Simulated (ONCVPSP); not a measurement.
# molybdenum: variants of one ONCV potential

Base potential:

ONCVPSP 4.0.1 input, shortened (lines: element, Z, core and valence counts, functional; n l f; lmax; l rc ep ncon nbas qcut; lloc lpopt rc5 dvloc0; l nproj debl; icmod fcfact rcfact), LDA (Perdew-Wang 92), fully relativistic:

```
  Mo 42.00    6    4  -001012      upf
    1    0    2.00
    2    0    2.00
    2    1    6.00
    3    0    2.00
    3    1    6.00
    3    2   10.00
    4    0    2.00
    4    1    6.00
    4    2    5.00
    5    0    1.00
    2
    0    2.05    0.00    4    7    5.50
    1    1.35    0.00    4    7    5.40
    2    1.35    0.00    3    6    8.40
    2    5    1.35    0.00
    0    2    3.60
    1    2    0.40
    2    0    1.40
    3    2.50    1.20
```

Open shells are filled in proportion to 2j + 1.

In the p channel the program set the typed energies aside and used -1.388, 0.250 Ha (j = l + 1/2; the other j can differ).

All-electron outer shells of the reference configuration (LDA (PZ), scalar-relativistic, ld1.x):

```json
{"shell": "3d", "level (eV)": "-221.32", "outermost node (bohr)": "–", "outermost maximum (bohr)": "0.32"}
{"shell": "4s", "level (eV)": "-64.42", "outermost node (bohr)": "0.51", "outermost maximum (bohr)": "0.99"}
{"shell": "4p", "level (eV)": "-38.59", "outermost node (bohr)": "0.52", "outermost maximum (bohr)": "1.06"}
{"shell": "5s", "level (eV)": "-4.33", "outermost node (bohr)": "1.34", "outermost maximum (bohr)": "2.93"}
{"shell": "4d", "level (eV)": "-3.94", "outermost node (bohr)": "0.53", "outermost maximum (bohr)": "1.38"}
```

Cutoffs, loose and tight: the cutoffs (Ha) at which the residual kinetic energy of the hardest occupied pseudo-wave falls to 1 and 0.1 mHa per electron. They do not see the model core or the augmentation charge, which bear on the density cutoff. Test errors are all-electron minus pseudo excitation energies from the reference, over the configurations 4s2 4p6 4d5 5s0; 4s2 4p6 4d4 5s0; 4s2 4p6 4d3 5s0; 4s2 4p6 4d4 5s1. A dash means not determined; rows that change the core or the reference have their own tests.

A true bound ghost makes a file unfit for plane-wave use even where its test errors are small: the radial tests pick states by their node count and pass the ghost by.

| change | outcome | cutoff, loose | cutoff, tight | bound ghosts | GHOST(+) flags above zero | largest test error (meV) |
| --- | --- | --- | --- | --- | --- | --- |
| base | generated, projector energies reset by the program | 64 Ha | 81 Ha | none | p1/2 | +7.9 |
| all radii but the core radius scaled by about 0.81 (s 1.66, p 1.10, d 1.10 bohr) | generated, projector energies reset by the program | 99 Ha | 120 Ha | p3/2 | s, p1/2 | +7.9 |
| all radii but the core radius scaled by about 1.21 (s 2.48, p 1.64, d 1.64 bohr) | generated, projector energies reset by the program | 21 Ha | 27 Ha | none | none | +8.0 |
| all radii but the core radius scaled by about 1.32 (s 2.70, p 1.78, d 1.78 bohr) | generated, projector energies reset by the program | 20 Ha | 25 Ha | none | none | +6.5 |

Task: What comes out with this change to the base: all radii but the core radius scaled by about 0.89 (s 1.82, p 1.20, d 1.20 bohr)?

Result: outcome: generated, projector energies reset by the program; cutoff, loose: 86 Ha; cutoff, tight: 104 Ha; bound ghosts: p1/2; GHOST(+) flags above zero: p3/2, p1/2; largest test error (meV): +8.0.

Task: What comes out with this change to the base: all radii but the core radius scaled by about 1.08 (s 2.20, p 1.46, d 1.46 bohr)?

Result: outcome: generated, projector energies reset by the program; cutoff, loose: 32 Ha; cutoff, tight: 66 Ha; bound ghosts: none; GHOST(+) flags above zero: none; largest test error (meV): +8.1.

Reading the sweep of the scale of all radii but the core radius (base = 1) (base included, trends over the rows without a ghost): The loose cutoff falls from 64 Ha at 1 to 20 Ha at 1.32. A larger radius leaves more room for a smooth pseudo-wave, so fewer plane waves are needed; a smaller one forces it to follow the all-electron wave where it bends sharply. The median size of the test errors (rows with all tests solved) stays near 1.3 meV. Bound ghosts are found at 0.81, 0.89.
